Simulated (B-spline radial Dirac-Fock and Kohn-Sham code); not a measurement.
## X-ray form factors of silicon in several charge states

These are calculated numbers from a radial finite-basis atomic code; the model is configuration-average Dirac-Fock orbitals.

Configurations: Si [Ne] 3s2 3p2; Si⁺ [Ne] 3s2 3p1; Si⁴⁺ [He] 2s2 2p6; Si⁵⁺ [He] 2s2 2p5. The first column is f₀ of Si, the others are differences from it.

```
s (Å⁻¹)      Si   Δ Si⁺  Δ Si⁴⁺  Δ Si⁵⁺
      0  14.000  -1.000  -4.000  -5.000
    0.1  12.142  -0.383  -2.351  -3.311
    0.2   9.674  +0.036  -0.473  -1.321
    0.3   8.230  +0.033  +0.102  -0.593
    0.4   7.203  +0.001  +0.110  -0.420
    0.5   6.240  -0.008  +0.026  -0.352
    0.7   4.470  -0.004  -0.043  -0.207
    0.9   3.164  -0.002  -0.030  -0.091
    1.1   2.346  -0.001  -0.012  -0.031
    1.4   1.717  -0.001  +0.001  -0.001
```
